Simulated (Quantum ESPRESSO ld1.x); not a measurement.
Problem. The aim is neutral germanium in [Ar] 3d10 4s2 4p2. This ld1.x (Quantum ESPRESSO 7.5) run was made with `OMP_NUM_THREADS=1 ld1.x < ld1.in > ld1.out`. Can the result be used? Name any fault.

```
 &input
    zed=32.0,
    iswitch=1,
    rel=1,
    lsd=1,
    dft='SLA-VWN',
    config='[Ar] 3d10 4s2 4p2',
    verbosity='high',
    xmin=0.0,
    prefix='ld1',
    max_out_wfc=37,
    file_charge='ld1.rho',
 /
```

Output (excerpt):

```
     Program LD1 v.7.5 starts

     --------------------------- All-electron run ----------------------------

     scalar relativistic calculation

     atomic number is 32.00
     dft =SLA-VWN   lsd =1 sic =0 latt =0  beta=0.20 tr2=1.0E-14
     Exchange-correlation= SLA-VWN
                           (   1   2   0   0   0   0   0)
     mesh =2009 r(mesh) =  99.31177 a.u. xmin = -8.00 dx = 0.00800
     1 Ry =  13.60569312 eV, c = 137.03599908

     n l     nl                  e(Ry)          e(Ha)          e(eV)
     1 0     1S 1( 1.00)    -804.147495411    -402.073747706 -10940.9840482
     2 0     2S 1( 1.00)    -100.639213203     -50.319606602  -1369.2662510
     2 1     2P 1( 3.00)     -88.042788496     -44.021394248  -1197.8831620
     3 0     3S 1( 1.00)     -12.317524715      -6.158762358   -167.5884613
     3 1     3P 1( 3.00)      -8.470211660      -4.235105830   -115.2431005
     3 2     3D 1( 5.00)      -2.165136228      -1.082568114    -29.4581791
     4 0     4S 1( 1.00)      -0.909699848      -0.454849924    -12.3770970
     4 1     4P 1( 2.00)      -0.329022004      -0.164511002     -4.4765724
     1 0     1S 2( 1.00)    -804.142846577    -402.071423288 -10940.9207976
     2 0     2S 2( 1.00)    -100.637226063     -50.318613032  -1369.2392146
     2 1     2P 2( 3.00)     -88.039232624     -44.019616312  -1197.8347819
     3 0     3S 2( 1.00)     -12.312302043      -6.156151021   -167.5174032
     3 1     3P 2( 3.00)      -8.463820557      -4.231910278   -115.1561451
     3 2     3D 2( 5.00)      -2.152654319      -1.076327160    -29.2883541
     4 0     4S 2( 1.00)      -0.816238890      -0.408119445    -11.1054958
     4 1     4P 2( 0.00)      -0.238349231      -0.119174616     -3.2429065

     final scf error:  3.9E-15 reached in  30 iterations

     Etot =   -4191.870223 Ry,   -2095.935111 Ha,  -57033.299862 eV
     Total magnetization:    2.00 Bohr mag.

     Ekin =    4266.168021 Ry,    2133.084011 Ha,   58044.172908 eV
     Encl =  -10109.261408 Ry,   -5054.630704 Ha, -137543.508421 eV
     Eh   =    1804.343396 Ry,     902.171698 Ha,   24549.342538 eV
     Exc  =    -153.120232 Ry,     -76.560116 Ha,   -2083.306886 eV
```

Solution. Yes, it can be used (ignored). The line at issue: xmin=0.0. A value of zero is read as not set, so the default xmin is used, as the mesh line shows.
